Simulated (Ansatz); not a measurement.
Input file for Ansatz (an electronic-structure program): R-SVWN5/def2-TZVPP on SiH4 (SMILES [SiH4]).

Ansatz 0.2 input:
```yaml
crystal:
  periodic: [false, false, false]
  atoms:
    - {symbol: Si, position_ang: [-0.00000000, -0.00000000, 0.00000000]}
    - {symbol: H, position_ang: [0.86054855, 0.86054855, 0.86054855]}
    - {symbol: H, position_ang: [-0.86054855, -0.86054855, 0.86054855]}
    - {symbol: H, position_ang: [-0.86054855, 0.86054855, -0.86054855]}
    - {symbol: H, position_ang: [0.86054855, -0.86054855, -0.86054855]}
basis:
  gaussian:
    orbitals: def2-TZVPP
hamiltonian:
  xc: {name: SVWN5}
scf: {lower_state_search: off}
```

It printed:

```
WARN ansatz: RAYON_NUM_THREADS=4 ignored (pool sized by the plan → 4); use --threads N
Functional definition: SVWN5
these checks for a lower state are left out or cut short: stability, starts, cluster_reference, orbital_swaps, neighbouring_geometries, increment
integrals: 0.02 GiB planned
524 factors; their error is unknown
mean field: 0.22 GiB planned
mean field evaluation 1: about -7908.6991 eV, gradient 1.6e1 eV
mean field evaluation 2: about -7909.3229 eV, gradient 1.0e1 eV
mean field evaluation 4: about -7909.6849 eV, gradient 1.6e-1 eV
mean field evaluation 8: about -7909.6686 eV, gradient 1.1e-1 eV
mean field -7909.66863442 eV, -290.6749609489 hartree, gradient 6.2e-6 eV, S^2 0.000000; 0 other end points of the search recorded, 0 dependent functions left out
reference -7909.66866650 eV, -290.6749621278 hartree; 9, 9 occupied and 89, 89 virtual orbitals, 524 factors
Total energy: -7909.66866650 eV, -290.6749621278 hartree
Checks for a lower state left out: stability, starts, cluster_reference, orbital_swaps, neighbouring_geometries, increment
```

The calculation finished and met its thresholds.

Cost: very roughly 0.6 core-seconds.
